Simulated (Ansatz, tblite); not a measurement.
Cost and result up the ladder for GaH2(CN) (CH₂GaN) (5 atoms). The state is a singlet with charge 0. Geometry: PBE-D4/def2-TZVP.

```xyz
5

Ga   -0.304    0.355    0.577
H     0.575    0.439    1.865
H    -1.740    0.925    0.353
C     0.495   -0.580   -0.944
N     0.974   -1.139   -1.850
```

Ansatz on 4 threads of Arm Neoverse V1 on a shared host; xTB runs through tblite on one thread. Times are rough, summed over both states, and most runs start from the orbitals of an earlier one. PBE0-D4/def2-TZVP serves as the yardstick here, not as an exact answer. The other state is a doublet.

The xTB rows come from tblite. Correlated methods freeze 11 core orbitals; core or outer-core shells of Ga are correlated, in sets that lack core-valence functions. In CCSD on the charge 1 doublet the largest single amplitude is 0.51, so its Hartree–Fock determinant may place the open shell otherwise than the density functionals do.

Run but left out: HF/def2-TZVPP, MP2/def2-TZVPP (charge +1 doublet: a determinant that CCSD turns far, T1 0.078).

Correlated methods converge slowly with the basis.

Raw xTB energies of ions are shifted by several eV.

```json
{"level": "GFN2-xTB", "functions": "19", "wall time": "0.005 s", "vertical IE (eV)": "14.99", "difference from PBE0-D4/def2-TZVP (eV)": "3.51", "remarks": "–"}
{"level": "GFN1-xTB", "functions": "21", "wall time": "0.006 s", "vertical IE (eV)": "15.55", "difference from PBE0-D4/def2-TZVP (eV)": "4.07", "remarks": "–"}
{"level": "PBE-D4/def2-TZVP", "functions": "122", "wall time": "2.9 s", "vertical IE (eV)": "11.15", "difference from PBE0-D4/def2-TZVP (eV)": "-0.33", "remarks": "–"}
{"level": "PBE0-D4/def2-TZVP", "functions": "122", "wall time": "4.2 s", "vertical IE (eV)": "11.48", "difference from PBE0-D4/def2-TZVP (eV)": "0.00", "remarks": "–"}
{"level": "r2SCAN-D4/def2-TZVP", "functions": "122", "wall time": "5.4 s", "vertical IE (eV)": "11.28", "difference from PBE0-D4/def2-TZVP (eV)": "-0.20", "remarks": "–"}
{"level": "CCSD(T)/def2-TZVPP", "functions": "138", "wall time": "54 s", "vertical IE (eV)": "12.03", "difference from PBE0-D4/def2-TZVP (eV)": "0.55", "remarks": "large T1 (0.078) (+1 doublet)"}
```
